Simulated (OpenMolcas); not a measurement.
Cu6+.

```
Program             : OpenMolcas
Basis               : ANO-RCC-VQZP [7s6p4d3f2g1h]
Scalar Hamiltonian  : DKH2, point nucleus
Active space        : 5 electrons in 10 orbitals (3d 4d)
State averaging     : 2S+1 = 6 even, 1 root; 2S+1 = 4 even, 24 roots; 2S+1 = 2 even, 52 roots
Spin-orbit coupling : RASSI with atomic mean-field integrals over the reference wave functions, term energies averaged over their components
```

Two sets of levels on these reference wave functions, in cm⁻¹ above 3d⁵ ⁶S_5/2: one from CASSCF and one from MS-CASPT2, IPEA 0.25 Eh, imaginary shift 0.1 Eh (closed shells correlated: 3s 3p).

```tsv
Level	Set 1	Set 2
3d⁵ ⁶S_5/2	0.0	0.0
3d⁵ ⁴G_5/2	50870	47810
3d⁵ ⁴G_7/2	50990	47950
3d⁵ ⁴G_11/2	51070	48040
3d⁵ ⁴G_9/2	51080	48050
3d⁵ ⁴P_5/2	58160	52630
3d⁵ ⁴P_3/2	58420	52900
3d⁵ ⁴P_1/2	58790	53300
3d⁵ ⁴D_7/2	63260	57410
3d⁵ ⁴D_1/2	63550	57710
3d⁵ ⁴D_3/2	63850	58030
3d⁵ ⁴D_5/2	63930	58120
3d⁵ ²I_11/2	72640	69930
3d⁵ ²I_13/2	72920	70250
3d⁵ ²D_5/2 [60 %]	80740	73480
3d⁵ ²D_3/2	82220	74780
```

Problem. Which set is which?

Solution. Set 2 is MS-CASPT2. Its levels of the other terms of 3d⁵ lie at 0.90 to 0.96 of the other set's values, as expected, since terms of lower spin or lower L gain more correlation energy than the Hund ground term. Against 10 measured levels (the list in Gamrath, thesis, University of Mons (2023)) the mean absolute deviation is 1900 cm-1 with it and 7200 cm-1 without; single levels miss by up to 2600 cm-1 with it.

Term energies are means over components that CASPT2 splits; among the terms shown or strongly mixed into the levels shown the widest spread is 920 cm-1 (3d⁵ ²I, MS-CASPT2). Active for correlation alone: 4d; no level in the range computed is led by a configuration that fills it, so any true level of that kind is missing. Without dynamic correlation excited terms often stand tens of per cent too high (terms of higher spin than the ground term too low), and those without a measured partner can miss by more than the paired ones (holds for CASSCF). Measured partners are found by configuration, term and J. A level has none where our copy of the source lacks it or the pairing is in doubt (some pairs that miss far off the trend of their configuration count as doubtful), and it then counts in no deviation. Only configurations of the active space appear. Levels that lie high or do not pair safely by name in every column are left out.

A share in square brackets marks a mixed level and gives the weight of the term that names it, the lowest over the columns.
